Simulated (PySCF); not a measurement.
These compounds are isomers of formula C8H12N2.

A. SMILES C=Cc1ccnn1C(C)C
B. `InChI=1S/C8H12N2/c1-4-7-9-10-8(5-2)6-3/h5-7H,2-4H2,1H3/b9-7+`
C. `C1(n2cc(C)c(C)n2)CC1`

Spectrum 1. 1H NMR (300 MHz, computed): δ 7.61 (m, 1H), 6.78 (m, 1H), 6.77 (m, 1H), 6.12 (m, 1H), 5.54 (m, 1H), 4.34 (sept, 1H), 1.53 (d, 6H). 13C{1H} NMR (computed): δ 143.8 (C), 142.2 (CH), 129.5 (CH), 119.7 (CH2), 108.1 (CH), 50.9 (CH), 25.1 (CH3).

Spectrum 2. 1H NMR (300 MHz, computed): δ 7.18 (s, 1H), 3.12 (m, 1H), 2.29 (s, 3H), 2.12 (s, 3H), 1.43 (m, 2H), 0.73 (m, 2H). 13C{1H} NMR (computed): δ 150.2 (C), 132.9 (CH), 119.3 (C), 34.0 (CH), 14.7 (CH3), 11.3 (CH3), 9.1 (CH2).

Spectrum 3. 1H NMR (300 MHz, computed): δ 6.39 (m, 1H), 6.31 (m, 1H), 6.25 (m, 1H), 6.23 (t, 1H), 5.91 (m, 1H), 5.80 (m, 1H), 5.63 (m, 1H), 2.43 (m, 2H), 1.21 (t, 3H). 13C{1H} NMR (computed): δ 141.5 (CH), 137.3 (CH), 131.0 (CH2), 126.9 (C), 125.4 (CH2), 125.3 (CH), 33.1 (CH2), 14.5 (CH3).

One conformer, fast rotation and ring inversion assumed for equivalent nuclei, in vacuum, non-relativistic Hamiltonian. Geometry: GFN2-xTB; PBE0/pcSseg-1 with gauge-including orbitals; PySCF 2.14.

Chemical shifts δ = σref − σ; 1H, 13C against TMS, all at this level. Where no couplings were computed, multiplicities follow the n + 1 count of equivalent neighbours, and m marks all less simple cases (inequivalent or close neighbours, rings, F or P nearby). Shifts are as computed. Against solution values, carbons near 30 ppm lie about +3 ppm off and those near 130 ppm about +5 ppm. Of 1211 compounds with measured shifts, 218 miss one by over three times the rms of a fit or turn the order of signals round; such compounds aren't used in these exercises.

Q: Match each spectrum to its structure.

A: 1–A, 2–C, 3–B.

- Spectrum 1 (A): 7 13C signals; δC 142.2 is an aromatic CH next to a ring nitrogen; δC 129.5 is an alkene CH.
- Spectrum 2 (C): 7 13C signals; δC 34.0 is a three-membered-ring carbon; δC 14.7 is a methyl carbon on an aromatic ring.
- Spectrum 3 (B): 8 13C signals; δC 141.5 is an alkene CH; δC 137.3 is an alkene CH.
